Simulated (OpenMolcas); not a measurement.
An atom or ion with 6 electrons was computed by XMS-CASPT2, IPEA 0.25 Eh, imaginary shift 0.1 Eh with spin-orbit coupling (OpenMolcas, ANO-RCC-VTZP, DKH2). The lowest levels that the run gave, each within 12 % of the measured value where one is at hand:

| J | Parity | E (cm-1) | g |
| --- | --- | --- | --- |
| 0 | even | 0.0 |  |
| 1 | even | 412 | 1.501 |
| 2 | even | 1190 | 1.501 |
| 2 | even | 30940 | 1.000 |
| 0 | even | 70380 |  |

Task: Which ion is it, and what are the configurations and terms?

Result: Ne V (Z = 10, charge +4; active space 2 electrons in 3 orbitals (2p)). J, parity and g give the terms where levels are pure, and mixed ones are named by the computed weights; the size of the splittings, set against known spectra of the 6-electron sequence, gives the charge. In order, with the measured energies in cm-1 (NIST levels in Podobedova, Fuhr, Reader and Wiese, J. Phys. Chem. Ref. Data 33, 525 (2004)): 2s2 2p2 3P0, 2s2 2p2 3P1 (412), 2s2 2p2 3P2 (1110), 2s2 2p2 1D2 (30292), 2s2 2p2 1S0 (63914).

CASPT2 does not keep the components of a term degenerate, so their means are used; among the terms shown or strongly mixed into the levels shown the widest spread is 360 cm-1 (2s2 2p2 1D). With the s shell closed, the reference lacks s² → p² mixing. Measured partners are found by configuration, term and J. A level has none where our copy of the source lacks it or the pairing is in doubt (some pairs that miss far off the trend of their configuration count as doubtful), and it then counts in no deviation. Only configurations of the active space appear.
